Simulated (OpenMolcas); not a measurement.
# C2+: effect of the basis set

```json
{
  "Program": "OpenMolcas",
  "Method": "RASSCF",
  "Active space": "2 electrons in 9 orbitals (RAS2 2s 2p; RAS3 3d, at most 2 electrons)",
  "State averaging": "2S+1 = 3 even, 3 roots; 2S+1 = 1 even, 7 roots; 2S+1 = 3 odd, 3 roots; 2S+1 = 1 odd, 3 roots",
  "Spin-orbit coupling": "state interaction with AMFI integrals over the reference wave functions, term energies averaged over their components"
}
```

A. ANO-RCC-VTZP [4s3p2d1f], DKH2, point nucleus; cost of the order of 25 core-seconds
B. ANO-R2 [4s4p2d1f], X2C, finite nucleus; cost about 20 core-seconds
C. ANO-RCC-VQZP [5s4p3d2f1g], DKH2, point nucleus; cost of the order of 40 core-seconds
D. ANO-RCC [8s8p4d3f2g], DKH2, point nucleus; cost roughly 40 core-seconds

Energies in cm⁻¹ above 2s² ¹S₀, the measured ground level; measured values from Moore, Selected Tables of Atomic Spectra, NSRDS-NBS 3, section 3.

```
     Level       A       B       C       D  Measured
   2s² ¹S₀     0.0     0.0     0.0     0.0       0.0
2s 2p ³P°₀   52053   52132   51998   52007     52367
2s 2p ³P°₁   52080   52158   52024   52033     52391
2s 2p ³P°₂   52133   52210   52077   52087     52447
2s 2p ¹P°₁  104879  105032  104777  104824    102352
   2p² ³P₀  138293  138526  138238  138306    137426
   2p² ³P₁  138320  138552  138265  138333    137454
   2p² ³P₂  138372  138604  138317  138386    137502
   2p² ¹D₂  147915  148246  147845  147909    145876
   2p² ¹S₀  190518  190720  190310  190413    182520
```

Deviations, from unrounded energies. A percentage is the sum of absolute deviations over the sum of measured energies, with the sign that they share, or ± where signs differ.

| Against measurement | Levels | A | B | C | D |
| --- | --- | --- | --- | --- | --- |
| mean absolute deviation (cm-1) | 9 | 1800 | 1900 | 1700 | 1800 |
| other configurations (%) | 9 | ±1.6 | ±1.7 | ±1.6 | ±1.6 |

A, C, D lie about equally close to measurement and B furthest from it. The largest miss of C in the table is 2p² ¹S₀, by +7800 cm-1. The ranking rests on the paired levels alone, and a cruder setting can come out closer through cancelling errors.

Among A to D the level of the table that moves most is 2p² ¹S₀, by 410 cm-1 (lowest in C, highest in B).

Active for correlation alone: 3d; no level in the range computed is led by a configuration that fills it, so any true level of that kind is missing. Measured partners are found by configuration, term and J. A level has none where our copy of the source lacks it or the pairing is in doubt (some pairs that miss far off the trend of their configuration count as doubtful), and it then counts in no deviation. Only configurations of the active space appear.

° marks odd parity.
